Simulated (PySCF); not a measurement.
Atom-mapped SMILES (the numbers label the heavy atoms): `[CH3:1][O:2][c:3]1[cH:4][cH:5][o:6][cH:7]1` (H(Xn): hydrogen on atom n).

PySCF calculation with geometry from GFN2-xTB and shieldings: GIAO PBE0/pcSseg-1; relativity neglected, one averaged value for each set of equivalent atoms, one conformer, in vacuum.

List the cross peaks expected in HSQC, COSY and HMBC spectra.

Answers



HSQC (one-bond C–H):
```tsv
δH	δC
7.33 (H(C5))	146.6 (C5)
7.00 (H(C7))	125.2 (C7)
6.45 (H(C4))	110.8 (C4)
3.83 (H(C1))	58.4 (C1)
```

COSY cross peaks (H two or three bonds apart, from the bond graph; peaks can be absent where the dihedral angle is near 90°):
```tsv
δH	δH
7.33 (H(C5))	6.45 (H(C4))
```

HMBC (two and three bonds, from the bond graph):
```tsv
δH	δC
7.33 (H(C5))	159.6 (C3), 125.2 (C7), 110.8 (C4)
7.00 (H(C7))	159.6 (C3), 146.6 (C5), 110.8 (C4)
6.45 (H(C4))	159.6 (C3), 146.6 (C5), 125.2 (C7)
3.83 (H(C1))	159.6 (C3)
```

Chemical shifts δ = σref − σ; 1H and 13C vs TMS, all at this level.

Short H···H contacts in this conformer between protons four or more bonds apart (candidates for NOE cross peaks, intensity ∝ r⁻⁶): H(C1)···H(C7) 2.61 Å.

Shifts are as computed. Against solution values, carbons near 30 ppm lie about +3 ppm off and those near 130 ppm about +5 ppm. Of 1211 compounds with measured shifts, 218 miss one by over three times the rms of a fit or turn the order of signals round; such compounds aren't used in these exercises.
